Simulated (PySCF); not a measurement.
# Two probes of the same atoms: core binding energy and nuclear shielding

2-fluoropyridine, C₅H₄FN.
Atom-mapped SMILES: `[F:1][c:2]1[cH:3][cH:4][cH:5][cH:6][n:7]1`

Geometry (GFN2-xTB, Å), atoms numbered from 1 in this order:
```xyz
11
C5H4FN angstrom
F     -2.0313   -1.8415   -0.0159
C     -0.9879   -1.0009   -0.0077
C     -1.2269    0.3663   -0.0341
C     -0.1163    1.1915   -0.0242
C      1.1492    0.6209    0.0125
C      1.2500   -0.7601    0.0360
N      0.1967   -1.5613    0.0253
H     -2.2349    0.7467   -0.0602
H     -0.2362    2.2644   -0.0446
H      2.0346    1.2359    0.0228
H      2.2086   -1.2592    0.0643
```

Binding energies: delta-SCF UKS SCAN, pcX-2 on the ionised atom, pcseg-1 elsewhere, spin-free X2C (PySCF 2.14.0). Shieldings: GIAO PBE0/pcSseg-1, non-relativistic, same geometry.

```tsv
atom	isotropic shielding (ppm)
C2	12.7
C3	72.5
C4	40.6
C5	61.7
C6	31.8
```

Problem. What are the C 1s binding energies of these atoms?

Solution. 
```json
{"atom": "C5", "environment": "aromatic CH carbon", "C 1s (eV)": "290.83", "isotropic shielding (ppm)": "61.7"}
{"atom": "C3", "environment": "aromatic CH carbon", "C 1s (eV)": "291.03", "isotropic shielding (ppm)": "72.5"}
{"atom": "C4", "environment": "aromatic CH carbon", "C 1s (eV)": "291.33", "isotropic shielding (ppm)": "40.6"}
{"atom": "C6", "environment": "aromatic CH next to a ring nitrogen", "C 1s (eV)": "291.70", "isotropic shielding (ppm)": "31.8"}
{"atom": "C2", "environment": "aromatic C–F carbon", "C 1s (eV)": "293.79", "isotropic shielding (ppm)": "12.7"}
```

Problem. Among the listed atoms, is the one with the highest binding energy also the least shielded?

Solution. Yes: C2 has both (293.79 eV, 12.7 ppm).

By binding energy: C5 < C3 < C4 < C6 < C2. By shielding: C2 < C6 < C4 < C5 < C3.

Isolated species at its GFN2-xTB geometry, gas phase.
